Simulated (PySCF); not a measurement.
**Al₃Te⁺: fields on a plane**

These are results of PBE in PySCF with Te def2-SVP with ECP28, Al def2-SVP; scalar-relativistic core potentials, no spin–orbit coupling; density-fitted integrals, not measurements.

The singlet minimum has Te–Al 2.786 Å (×3); Al–Te–Al 120.0° (×3).

The plane holds Te1 at (0.00, 0.00), Al2 at (2.79, 0.00), Al3 at (-1.39, 2.41), Al4 at (-1.39, -2.41) Å. Columns run from x = -3.45 to 4.95 Å, rows from y = 4.65 (top) to -4.35 Å, in steps of 0.3 Å. Other isomers or separated fragments may lie lower. Core electrons replaced by a potential are absent, the electrostatic potential uses the reduced nuclear charge, and values within about 0.7 Å of such atoms have no physical meaning.

Question: Give the electrostatic potential (V) (cut at 20 V). Lower edges of the bins (V): '0' 2.19, '1' 2.30, '2' 2.46, '3' 2.73, '4' 3.15, '5' 3.81, '6' 4.86, '7' 6.53, '8' 9.17, '9' 13.36; top 20.0.

Answer: 
```
33344444444444443333322221100
33444555555554444433333222110
44455666666555444443333322211
44556777776655554444433332221
45567889887765555444444333322
55678999998766555544444433332
56789999999876555555544444332
56789999999876655555555444433
56789999999876655555555554433
56789999999876655566666555443
56778999998776666666776655544
56678899988887766677787765544
55667778889999877788998876554
55566677899999987889999987654
55556667999999998899999997654
55555667999999998899999997654
55555667999999998899999997654
55556667999999998899999997654
55566677899999987889999987654
55667778889999877788998876554
56678899988887766677787765544
56778999998776666666776655544
56789999999876655566666555443
56789999999876655555555554433
56789999999876655555555444433
56789999999876555555544444332
55678999998766555544444433332
45567889887765555444444333322
44556777776655554444433332221
44455666666555444443333322211
33444555555554444433333222110
```

Question: Give the electron localisation function (set to 0 where the density is under 0.005 e/Å³). Lower edges of the bins: '_' 0.000, '.' 0.100, ':' 0.200, '-' 0.300, '=' 0.400, '+' 0.499, '*' 0.599, '#' 0.699, '%' 0.799, '@' 0.899; top 1.00, each point printed twice.

Answer: 
```
________++**######++______________________________________
______##@@@@@@@@@@@@%%++__________________________________
__++%%@@@@@@@@@@@@@@@@%%==________________________________
__%%@@@@@@@@@@@@@@@@@@@@##::______________________________
**@@@@@@@@@@%%##@@@@@@@@##--______________________________
%%@@@@@@@@--____..==@@%%**::______________________________
%%@@@@@@==__==##--__==##++..______________________________
%%@@@@@@..::%%--%%....**==..______________________________
%%@@@@@@..::%%++%%....++--..______________::--____________
##@@@@@@--__==**::__==++--::....______..--**##%%##++______
==##%%%%**..______==**++======--......--**%%@@@@@@%%**____
__--++****++==++**####********++::::--++##@@@@@@@@@@@@**__
____..::----==++**##**++++++****==--==++++++%%@@@@@@@@%%==
________..::--++**++::::::::++****++++..____..**@@@@@@@@##
________..::==**++::==####==::******::__++##::..%%@@@@@@%%
________..--++**++::##....##::++##**..--%%==%%__++@@@@@@%%
________..--++**++::##....##::++##**..--%%==%%__++@@@@@@%%
________..::==**++::==####==::******::__++##::..%%@@@@@@%%
________..::--++**++::::::::++****++++..____..**@@@@@@@@##
____..::----==++**##**++++++****==--==++++++%%@@@@@@@@%%==
__--++****++==++**####********++::::--++##@@@@@@@@@@@@**__
==##%%%%**..______==**++======--......--**%%@@@@@@%%**____
##@@@@@@--__==**::__==++--::....______..--**##%%##++______
%%@@@@@@..::%%++%%....++--..______________::--____________
%%@@@@@@..::%%--%%....**==..______________________________
%%@@@@@@==__==##--__==##++..______________________________
%%@@@@@@@@--____..==@@%%**::______________________________
**@@@@@@@@@@%%##@@@@@@@@##--______________________________
__%%@@@@@@@@@@@@@@@@@@@@##::______________________________
__++%%@@@@@@@@@@@@@@@@%%==________________________________
______##@@@@@@@@@@@@%%++__________________________________
```
